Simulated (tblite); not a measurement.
Species: C₇H₁₁Cl.
Geometry (GFN2-xTB, Å), atoms numbered from 1 in this order:
```
atom  x, y, z in Å
Cl1    3.0726    0.5494   -1.5576
C2     2.2203    0.2938   -0.0096
C3     0.8937   -0.4088   -0.2351
C4    -0.1074    0.4192   -1.0626
C5    -1.4754   -0.0081   -0.5660
C6    -1.9622    0.6377    0.6953
C7    -1.3022   -0.7065    0.7523
C8     0.1763   -0.7230    1.0937
H9     2.0789    1.2791    0.4369
H10    2.8839   -0.3029    0.6169
H11    1.0815   -1.3505   -0.7596
H12    0.0119    0.2296   -2.1280
H13    0.0529    1.4862   -0.8921
H14   -2.1962   -0.3434   -1.2966
H15   -3.0277    0.6896    0.8644
H16   -1.4189    1.4896    1.0766
H17   -1.8908   -1.5708    1.0213
H18    0.4865   -1.6892    1.4894
H19    0.4124    0.0382    1.8412
```

Method: GFN2-xTB as coded in tblite; computed harmonic values from a numerical Hessian at the method's own geometry, unscaled. Errors from tens to a few hundred cm⁻¹ against measured bands are possible. One conformer, not necessarily the lowest.

Harmonic wavenumbers (cm⁻¹): 53.3, 86.9, 171.4, 307.2, 321.1, 408.0, 427.7, 568.7, 650.5, 735.5, 833.9, 846.7, 870.3, 885.9, 896.3, 935.2, 995.2, 1018.6, 1033.5, 1057.9, 1070.7, 1082.0, 1098.1, 1108.2, 1134.7, 1159.7, 1180.6, 1199.7, 1223.0, 1238.3, 1272.5, 1280.7, 1299.4, 1312.4, 1337.2, 1390.7, 1442.0, 1471.1, 1488.9, 1494.5, 2945.5, 2960.9, 2966.4, 2972.4, 2976.4, 3008.7, 3016.9, 3072.9, 3075.7, 3080.1, 3097.0.

A = 4609, B = 898.1, C = 818.6 MHz; mass 130.055 u (most abundant isotopes); point group C1, symmetry number 1.

Question: What is the zero-point energy?

Answer: ½Σν̃ = 35781 cm⁻¹ = 428.03 kJ/mol.

Question: What is S at 298.15 K and 1 bar for an ideal gas of classical rigid rotors and harmonic oscillators?

Answer: Translation 169.57, rotation 121.09, vibration 77.22: S = 367.9 J/(mol K).

Question: And Cp and H(298.15 K) − H(0)?

Answer: Cp = 129.35 J/(mol K), of which vibrations give 96.09 (their classical limit is 51 R = 424.0); H(298.15 K) − H(0) = 22.47 kJ/mol without the zero-point energy, 12.55 from vibrations.

Question: What must be added to the electronic energy to get the Gibbs energy at 298.15 K and 1 bar?

Answer: ZPE + [H(298.15 K) − H(0)] − T·S = 428.03 + 22.47 − 109.68 = 340.82 kJ/mol.

Question: Which modes carry the vibrational entropy at 298.15 K?

Answer: 53.3 cm⁻¹: 19.63; 86.9 cm⁻¹: 15.60; 171.4 cm⁻¹: 10.13; 307.2 cm⁻¹: 5.76; 321.1 cm⁻¹: 5.46; 408.0 cm⁻¹: 3.91 J/(mol K); the other 45 give 16.74 together.

Question: Blend soft modes into free rotors: weight 1/[1 + (100 cm⁻¹/ν̃)⁴] for the oscillator and the rest for a rotor with moment μB/(μ + B), μ = h/(8π²ν), B = 10⁻⁴⁴ kg m². What vibrational entropy results?

Answer: 70.59 J/(mol K) in place of 77.22, which changes −T·S at 298.15 K by +1.98 kJ/mol.

Question: How do the functions run with temperature in this model?

Answer: 
```json
{"T (K)": "150", "S (J/(mol K))": "302.4", "Cp (J/(mol K))": "72.4", "H − H(0) (kJ/mol)": "7.88", "G − H(0) (kJ/mol)": "-37.49", "ln q(vib)": "1.85"}
{"T (K)": "250", "S (J/(mol K))": "347.1", "Cp (J/(mol K))": "107.8", "H − H(0) (kJ/mol)": "16.77", "G − H(0) (kJ/mol)": "-70.00", "ln q(vib)": "3.42"}
{"T (K)": "400", "S (J/(mol K))": "412.5", "Cp (J/(mol K))": "176.3", "H − H(0) (kJ/mol)": "38.05", "G − H(0) (kJ/mol)": "-126.95", "ln q(vib)": "6.04"}
{"T (K)": "600", "S (J/(mol K))": "498.9", "Cp (J/(mol K))": "250.3", "H − H(0) (kJ/mol)": "81.19", "G − H(0) (kJ/mol)": "-218.17", "ln q(vib)": "9.98"}
{"T (K)": "900", "S (J/(mol K))": "614.7", "Cp (J/(mol K))": "319.3", "H − H(0) (kJ/mol)": "167.57", "G − H(0) (kJ/mol)": "-385.70", "ln q(vib)": "16.17"}
```

q(vib) and H(0) count from the zero-point level.

Hindered rotation and anharmonicity are outside this model. Other conformers, if any are populated, would add a mixing term that is left out. The structure is chiral; the term R ln 2 for an equal mix with its mirror image is left out.
